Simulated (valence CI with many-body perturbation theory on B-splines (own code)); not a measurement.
# Valence orbitals of Pt²⁷⁺

Method: valence CI with perturbative core correlation (CI+MBPT): five valence electrons over a frozen Dirac-Fock core [Kr] 4d10, radial functions for each j: 7 s, 7 p, 7 d, 7 f, 4 g, 2 h, with the one-electron correlation potential Σ1 (screened to all orders), the two-electron term Σ2, the three-electron term Σ3, Breit, model QED; selected single and double excitations, second order for the rest, scaled by the run's own slope (own B-spline code, finite nucleus).

No measured spectrum was set against this ion. As an estimate, large intervals hold to a few tenths of a per cent, small ones and those within an open d or f shell to about a per cent. Among the levels kept, up to 990 cm⁻¹ of a level comes from second order outside the variational space, and about a tenth of that is noise between levels of different J, which matters for small intervals. Only levels of the ground parity were solved; by the run's estimate the other parity begins above the list, which can be wrong where configurations are misplaced.

These are the spectroscopic orbitals of the CI (the correlating ones are not listed), shaped by the core and the other valence electrons. h is the expectation value of the core's Dirac-Fock operator, without the valence repulsion; Σ1 is computed up to l = 3 at one energy for each symmetry, that of its lowest orbital but kept below the first core excitation, so for empty shells it is not the orbital's own correlation shift; Breit and QED include the response of the core.

| Orbital | h (hartree) | Σ1 (cm⁻¹) | Breit (cm⁻¹) | QED (cm⁻¹) | ⟨r⟩ (bohr) |
| --- | --- | --- | --- | --- | --- |
| 5s1/2 | -34.022 | -20204 | 4028 | 3290 | 0.7570 |
| 6s1/2 | -21.241 | -6504 | 1905 | 1559 | 1.220 |
| 7s1/2 | -14.588 | -3173 | 1074 | 891 | 1.782 |
| 5p1/2 | -32.133 | -18238 | 5992 | 114 | 0.7800 |
| 6p1/2 | -20.298 | -6420 | 3054 | 59.5 | 1.249 |
| 7p1/2 | -14.034 | -3181 | 1735 | 34.7 | 1.827 |
| 5p3/2 | -30.692 | -15216 | 3291 | 367 | 0.8200 |
| 6p3/2 | -19.581 | -5738 | 1721 | 192 | 1.297 |
| 7p3/2 | -13.622 | -2917 | 1095 | 112 | 1.884 |
| 5d3/2 | -27.698 | -13480 | 2159 | -185 | 0.8561 |
| 6d3/2 | -18.021 | -5560 | 1195 | -99.0 | 1.358 |
| 7d3/2 | -12.704 | -2945 | 716 | -58.5 | 1.972 |
| 5d5/2 | -27.401 | -12842 | 1318 | -66.6 | 0.8668 |
| 6d5/2 | -17.868 | -5349 | 726 | -35.1 | 1.371 |
| 7d5/2 | -12.615 | -2844 | 443 | -20.5 | 1.987 |
| 4f5/2 | -41.255 | -30329 | 784 | -611 | 0.4172 |
| 5f5/2 | -23.902 | -12114 | 453 | -164 | 0.9000 |
| 4f7/2 | -41.053 | -29585 | -902 | -461 | 0.4208 |
| 5f7/2 | -23.829 | -11950 | -64.5 | -118 | 0.9034 |
| 5g7/2 | -20.945 |  | -114 | -37.6 | 0.9118 |
| 5g9/2 | -20.935 |  | -241 | -26.0 | 0.9125 |

Among the shells of the start configuration 4f5, Σ1 is largest in size for 4f5/2, where it is 0.33 % of h.

Lowest root of each symmetry, sizes in configuration state functions:

| J | Parity | Roots | Reference | Variational | Second order | Change by selected CI (cm⁻¹) | Change by second order (cm⁻¹) |
| --- | --- | --- | --- | --- | --- | --- | --- |
| 1/2 | odd | 10 | 49 | 26490 | 241254 | -10254 | -15 |
| 3/2 | odd | 21 | 94 | 25776 | 653219 | -10293 | -227 |
| 5/2 | odd | 27 | 121 | 25403 | 519288 | -10161 | -305 |
| 7/2 | odd | 30 | 132 | 24338 | 1384931 | -9487 | -446 |
| 9/2 | odd | 29 | 128 | 24599 | 974792 | -9326 | -428 |
| 11/2 | odd | 26 | 111 | 24220 | 761331 | -9375 | -442 |
| 13/2 | odd | 20 | 84 | 23247 | 1151506 | -9566 | -437 |
| 15/2 | odd | 16 | 62 | 24190 | 624664 | -9882 | -407 |
| 17/2 | odd | 9 | 37 | 24081 | 906969 | -9563 | -159 |
| 19/2 | odd | 5 | 20 | 24335 | 333588 | -9590 | -47 |
| 21/2 | odd | 3 | 9 | 21249 | 3792 | -9603 | -3 |
| 23/2 | odd | 1 | 3 | 10664 | 84662 | -9569 | -9 |
